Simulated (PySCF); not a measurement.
# Dipole moment and polarisability of `C=C(C#N)[SiH](F)F`

C₃H₃F₂NSi.
Geometry (GFN2-xTB, Å), atoms numbered from 1 in this order:
```
atom  x, y, z in Å
C1     0.538    1.415   -0.425
C2     0.446    0.159    0.022
C3     1.617   -0.537    0.395
N4     2.550   -1.122    0.713
Si5   -1.186   -0.775    0.194
F6    -2.347    0.234   -0.237
F7    -1.269   -1.904   -0.930
H8    -0.339    1.974   -0.705
H9     1.489    1.916   -0.525
H10   -1.489   -1.357    1.475
```

Level: wB97X-D/def2-SVPD (PySCF), static field, nuclei fixed, core orbitals frozen in the response. The polarisability tensor in these axes (au):

```
x   68.00 -4.35  3.85
y   -4.35 68.35 -9.29
z    3.85 -9.29 48.90
```

Task: What are the eigenvalues, a third of the trace, and Δα (Δα² = ½Σ(αi − αj)² over the three pairs)?

Result: Principal values 45.00, 64.33 and 75.91 au; mean 61.75 au = 9.15 Å³ = 10.18 × 10⁻⁴⁰ C²·m²/J; Δα = 27.05 au (44 % of the mean).

Task: What is the dipole moment, and where does it point?

Result: (-1.49, 2.78, 0.29) D, 3.17 D in size, pointing from the negative to the positive side. Measured along this direction, the outermost atoms are N4 at the negative end and H8 at the positive end.

Task: What depolarisation ratio follows for Rayleigh scattering of linearly polarised light, taking the static tensor?

Result: ρ = 3Δα²/(45ᾱ² + 4Δα²) = 2194.8/(171574 + 2926.3) = 0.0126.

Task: What would n − 1 = 2πNα be for an ideal gas of these molecules at 350 K and 1 atm, electronic part alone?

Result: N = p/kT = 2.0968 × 10¹⁹ cm⁻³, so n − 1 = 2π × N × 9.15 × 10⁻²⁴ cm³ = 1206 × 10⁻⁶ at long wavelengths, for an ideal gas.

Task: Sum over states: ᾱ = Σ f/ω², ω in Eh. What share falls to these 8 lowest TDDFT singlets (eV, f)? 5.99, 0.0026; 6.24, 0.2538; 7.02, 0.0013; 7.17, 0.0087; 7.84, 0.0089; 8.10, 0.1404; 8.50, 0.0056; 8.53, 0.0182.

Result: They add up to 6.96 au, 11.3 % of the 61.75 au; the largest single term is 4.83 au, from the state at 6.24 eV. Terms in order: 0.05, 4.83, 0.02, 0.12, 0.11, 1.58, 0.06, 0.18 au. Higher excitations give the rest. The strengths listed sum to 0.439.

Task: Estimate the molar refractivity from the static electronic polarisability.

Result: Lorentz–Lorenz: R = (4π/3)N_A α = 2.5225 cm³/(mol·Å³) × 9.15 Å³ = 23.1 cm³/mol, in the limit of long wavelengths.

Isolated species at its GFN2-xTB geometry (one conformer only).

These values come from a run that also computed excited states. On an Arm Neoverse V1 with one thread, no GPU, on a shared host, this took 29 s and 0.73 GiB of memory at its peak.

Note: wB97X-D ran without an empirical dispersion term, which enters the total energy and its gradient alone.
